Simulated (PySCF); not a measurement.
This PySCF input asks for the NMR shieldings of `ClB(Cl)[Si@@H](Cl)[SiH]1CC=CC1`, C4H8BCl3Si2; the geometry comes from GFN2-xTB.

```python
import basis_set_exchange as bse
import numpy as np
from pyscf import gto, dft
from pyscf.prop import nmr

atoms = """
Cl    2.619223    1.159486   -2.183649
B     2.486754   -0.117724   -1.036464
Cl    2.471488   -1.726036   -1.662511
Si    2.123785    0.210896    0.886152
Cl    2.798902    2.052757    1.435638
Si   -0.168836    0.066239    1.340194
C    -0.938692   -1.429619    0.423411
C    -1.731591   -0.807578   -0.687298
C    -1.848485    0.507489   -0.734362
C    -1.183944    1.337469    0.323909
H     2.853458   -0.718336    1.761863
H    -0.551309    0.093769    2.762533
H    -0.205020   -2.127787    0.016431
H    -1.602773   -2.021974    1.054269
H    -2.195329   -1.458651   -1.414374
H    -2.414936    1.013547   -1.502660
H    -0.577417    2.120237   -0.135957
H    -1.944037    1.852132    0.914557
"""
names = dict.fromkeys(["Cl", "B", "Si", "C", "H"], "pcSseg-1")
basis = {el: gto.basis.parse(bse.get_basis(n, elements=[el], fmt="nwchem")) for el, n in names.items()}
mol = gto.M(atom=atoms, basis=basis, charge=0, verbose=0)
mf = dft.RKS(mol, xc="PBE0")
mf.grids.level = 2
mf.grids.alignment = dft.numint.BLKSIZE   # the property module wants whole blocks of grid points
mf.conv_tol = 1e-9
mf.kernel()

calc = nmr.RKS(mf)   # GIAO
C = mf.mo_coeff
Co = C[:, mf.mo_occ > 0]
resp = mf.gen_response(singlet=True, hermi=2)
def vind(x):   # induced exchange potential for any number of trial vectors
    d = np.einsum("pi,xij,qj->xpq", C, 2 * x.reshape(-1, C.shape[1], Co.shape[1]), Co, optimize=True)
    return np.einsum("xpq,pi,qj->xij", resp(d - d.transpose(0, 2, 1)), C, Co, optimize=True).ravel()
mo1, _ = nmr.rhf.solve_mo1(calc, with_cphf=vind)
sigma = calc.kernel(mo1)
for i, s in enumerate(sigma):   # ppm
    w = np.linalg.eigvalsh((s + s.T) / 2)
    print("%2d %-2s iso %8.1f  s11 %8.1f  s22 %8.1f  s33 %8.1f" % (i, mol.atom_pure_symbol(i), w.mean(), *w))
```

Question: Give the expected output.

Answer: 
```
 0 Cl iso    552.2  s11    146.6  s22    581.7  s33    928.4
 1 B  iso     27.1  s11    -36.9  s22     22.9  s33     95.4
 2 Cl iso    569.8  s11    193.6  s22    601.5  s33    914.3
 3 Si iso    383.5  s11    333.7  s22    356.8  s33    460.1
 4 Cl iso   1058.6  s11   1005.8  s22   1032.2  s33   1137.8
 5 Si iso    379.6  s11    330.2  s22    397.7  s33    410.8
 6 C  iso    168.6  s11    151.6  s22    160.3  s33    193.9
 7 C  iso     48.5  s11    -60.8  s22     66.3  s33    140.1
 8 C  iso     48.0  s11    -62.0  s22     64.8  s33    141.2
 9 C  iso    168.0  s11    150.3  s22    159.1  s33    194.6
10 H  iso     26.3  s11     22.1  s22     25.7  s33     31.1
11 H  iso     27.0  s11     23.7  s22     24.3  s33     32.9
12 H  iso     30.0  s11     25.4  s22     28.6  s33     36.1
13 H  iso     29.8  s11     25.0  s22     26.7  s33     37.8
14 H  iso     25.7  s11     23.5  s22     26.4  s33     27.4
15 H  iso     25.6  s11     23.4  s22     26.2  s33     27.4
16 H  iso     29.7  s11     25.2  s22     28.8  s33     35.2
17 H  iso     29.7  s11     24.8  s22     26.7  s33     37.6
```

These numbers come from an equivalent density-fitted implementation of the same equations, which agrees with the script to about 0.01 ppm for H and up to a few tenths of a ppm for heavy atoms, so last digits may differ.

Size and cost of the density-fitted run: 245 basis functions, 2.3 min wall time on 1 thread of an Arm Neoverse N1, shared host; peak memory 1.2 GiB.
